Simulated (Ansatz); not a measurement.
**Pulling the pair apart**

The pair of Br⁻ (SMILES [Br-], atom 1) and HF (SMILES F, atoms 2–3), both closed shells, in one local arrangement (a lower one may exist), relaxed at PBE0-D4/def2-TZVPD:

```
3
angstrom
Br 0.0071 0.1270 -1.7042
F -0.0055 -0.0994 1.3358
H -0.0015 -0.0275 0.3684
```

HF is shifted rigidly along the line between the mean atom positions of the two fragments (negative: closer). Counterpoise interaction energies in kJ/mol. Computed with Ansatz 0.2.0 (basis: def2-TZVPPD); correlated methods freeze the cores. Filled d shells of the heavier atoms are correlated. The def2 sets are not built for correlating such inner shells, so the correlated values are less sure here. B3LYP uses VWN-RPA correlation.

```tsv
shift (Å)	B3LYP-D4	r2SCAN-D4	MP2
-0.21	-83.5	-89.1	-77.7
-0.10	-90.3	-94.8	-84.7
0.00	-92.8	-96.3	-87.2
0.10	-92.3	-95.0	-86.9
0.25	-88.7	-90.5	-83.6
0.52	-77.9	-78.8	-73.6
1.04	-56.8	-57.0	-54.0
2.08	-31.0	-30.9	-30.3
```

Problem. What does CCSD(T) give at these shifts? (An estimate is asked for; the value comes from the calculation.)

Solution. By the calculation: -75.0, -82.6, -85.7, -85.7, -82.7, -73.1, -53.7, -30.1 kJ/mol. For zero shift, CCSD(T) at an estimated basis limit (MP2 extrapolated from triple and quadruple zeta, plus CCSD(T) − MP2 in triple zeta) gives -90.8 kJ/mol. These are counterpoise interaction energies, counted from the two frozen fragments.

T1 diagnostic: at most 0.009.

For scale, one of the runs: CCSD(T)/def2-TZVPPD, 114 basis functions, launched by `ansatz run in.yaml --threads 2 --pin off --events-out ev --progress --plain --max-ram 5222MiB`. Hardware: 2 CPU threads of an Arm Neoverse V1, shared host. Wall time about 4.2 s.
